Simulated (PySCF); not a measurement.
InBr, optimised at GFN2-xTB:

```xyz
2

In     0.0030    -0.9489     0.8700
Br    -0.0030     0.9489    -0.8700
```

Energies from PySCF (xtb for GFN2), thermal terms from the rigid-rotor harmonic-oscillator model, ideal gas at 1 bar. All species are closed-shell singlets. In: scalar-relativistic def2 core potential, no spin-orbit coupling. Br: all electrons, no relativistic terms.

**Question.** List the harmonic frequencies (cm⁻¹, unscaled) at this level and at the other levels, each on its own geometry.

**Answer.** 
- GFN2-xTB: 217
- PBE/def2-SVP: 216
- PBE0/def2-TZVP: 217
